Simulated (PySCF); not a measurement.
C3H7NSi, SMILES CC1=NC[SiH2]1.

Geometry optimised at PBE0-D3(BJ)/def2-SVP. This is a generated structure with no PubChem entry under its InChIKey; it may be hypothetical.

Two levels are set side by side: PBE/def2-TZVP (PySCF) and ωB97X/def2-TZVP (PySCF). Same geometry, gas phase. Differences are taken from unrounded values.

| quantity | PBE |
|---|---|
| orbital gap (eV) | 3.80 |
| highest occupied level (eV) | -5.40 |
| lowest empty level (eV) | -1.59 |
| dipole moment (D) | 1.37 |
| mean polarisability (bohr³) | 70.8 |

**Question.** These are the PBE values. What does ωB97X give? (Estimate from the structure and the level; the computed values follow.)

**Answer.** 
| quantity | ωB97X | PBE minus ωB97X |
|---|---|---|
| orbital gap (eV) | 10.89 | -7.09 |
| highest occupied level (eV) | -9.11 | 3.71 |
| lowest empty level (eV) | 1.78 | -3.38 |
| dipole moment (D) | 1.70 | -0.33 |
| mean polarisability (bohr³) | 66.8 | 4.0 |

Without exact exchange PBE keeps part of each electron's self-repulsion, which lifts occupied levels and narrows the gap. PBE's more diffuse valence density responds more strongly to a field. Differences between two approximate levels are no errors against the true value.

Rough cost on one machine, each run with all the roots and properties that it gave: ωB97X against PBE within a factor of 2.
